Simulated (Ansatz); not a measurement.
`[AlH2][NH][SiH2]Br` and `OCN[SiH2]Br` differ in one atom or group.

Ansatz, PBE0-D4/def2-TZVP geometries, multiplicity 1. Each molecule was computed in one conformer, which needn't be the lowest.

Scalar relativity is left out up to krypton.

```
                                      property  `[AlH2][NH][SiH2]Br`
       HOMO–LUMO gap (ωB97M-V/def2-TZVPP) / eV                 10.74
            LUMO energy (PBE0/def2-TZVPP) / eV                 -1.20
           HOMO–LUMO gap (PBE/def2-TZVPP) / eV                  4.89
size of the dipole moment (PBE/def2-TZVPP) / D                  1.89
          HOMO–LUMO gap (PBE0/def2-TZVPP) / eV                  6.91
         LUMO energy (ωB97M-V/def2-TZVPP) / eV                  0.39
```

What does the change do to each property? (Best estimate.)

The calculation gave: 
```
                                      property  `OCN[SiH2]Br`  shift
       HOMO–LUMO gap (ωB97M-V/def2-TZVPP) / eV          11.80   1.06
            LUMO energy (PBE0/def2-TZVPP) / eV           0.20   1.40
           HOMO–LUMO gap (PBE/def2-TZVPP) / eV           5.65   0.76
size of the dipole moment (PBE/def2-TZVPP) / D           2.86   0.97
          HOMO–LUMO gap (PBE0/def2-TZVPP) / eV           7.92   1.01
         LUMO energy (ωB97M-V/def2-TZVPP) / eV           1.78   1.39
```

With PBE0 the HOMO rises by 0.40 eV and the LUMO rises by 1.40 eV, so the gap widens by about 1.00 eV. PBE moves the HOMO by 0.54 eV and ωB97M-V by 0.33 eV. Dipoles are sizes alone; their direction can turn.

Spin–orbit coupling is left out; it splits and shifts lone-pair levels of the heavy atoms by tenths of an eV.
